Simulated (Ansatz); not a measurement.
Species: H2F2Ge, SMILES `[F][GeH2][F]` (charge 0, multiplicity 1).

Task: Give a relaxed geometry from r2SCAN-D4/def2-TZVP run with Ansatz (a first-principles code).

Result: the end point of this relaxation (outside a Z-matrix the atoms follow the SMILES, hydrogens last).
Z-matrix (Å, degrees):
```
Ge
F 1 1.7256
F 1 1.7256 2 104.63
H 1 1.5251 2 107.93 3 -114.77
H 1 1.5252 4 119.47 2 123.72
```
